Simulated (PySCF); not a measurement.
Input for PySCF: R-HF/3-21G on H10 chain, a point of a bond scan (R = 3.600 Å).

```python
from pyscf import gto, scf, dft, mp
from pyscf.data.elements import chemcore

mol = gto.M(
    atom='''
    H     0.00000000    0.00000000    0.00000000
    H     0.00000000    0.00000000    3.60000000
    H     0.00000000    0.00000000    7.20000000
    H     0.00000000    0.00000000   10.80000000
    H     0.00000000    0.00000000   14.40000000
    H     0.00000000    0.00000000   18.00000000
    H     0.00000000    0.00000000   21.60000000
    H     0.00000000    0.00000000   25.20000000
    H     0.00000000    0.00000000   28.80000000
    H     0.00000000    0.00000000   32.40000000
    ''',
    basis='3-21g',
    charge=0, spin=0, verbose=3, max_memory=1800)
mf = scf.RHF(mol)
mf.conv_tol = 1e-8
mf.max_cycle = 100
mf.kernel()
if not mf.converged:
    mf = mf.newton().run(mf.mo_coeff, mf.mo_occ)
```

Output:

```
converged SCF energy = -3.85272660206082
```

Self-consistency was reached.

Cost: about 0.11 core-seconds (a rough figure).
